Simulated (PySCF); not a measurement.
Consider `F[C@@H](Cl)[CH][C@H]1C[C@@H]1F` (C5H6ClF2•, doublet). Numbering: `[F:1][C@@H:2]([Cl:3])[CH:4][C@H:5]1[CH2:6][C@@H:7]1[F:8]`

Level of theory: ωB97X-D3(BJ)/ma-def2-SVP single points in PySCF, grid level 2; every species was optimised with GFN2-xTB. Zero-point and thermal terms (298.15 K, 1 bar) come from unscaled GFN2-xTB harmonic frequencies, with soft modes damped to free rotors in the entropy.

(1) What are the vertical and the adiabatic ionisation energy for forming the singlet cation?

(2) What oxidation potential follows in acetonitrile (IEF-PCM), on the absolute scale?

Answers

(1) 8.43 eV vertical and 7.94 eV adiabatic, the latter with zero-point energy.

(2) In the gas phase ΔG of oxidation is 7.960 eV, and solvation is -30.9 kJ/mol for the parent and -252.2 kJ/mol for the product, so the absolute potential is 5.67 V. The solvent is electrostatics only, on gas-phase structures; the absolute scale refers to an electron at rest in vacuum.

Note: ma-def2-SVP is a small basis, whose errors can reach tens of kJ/mol.
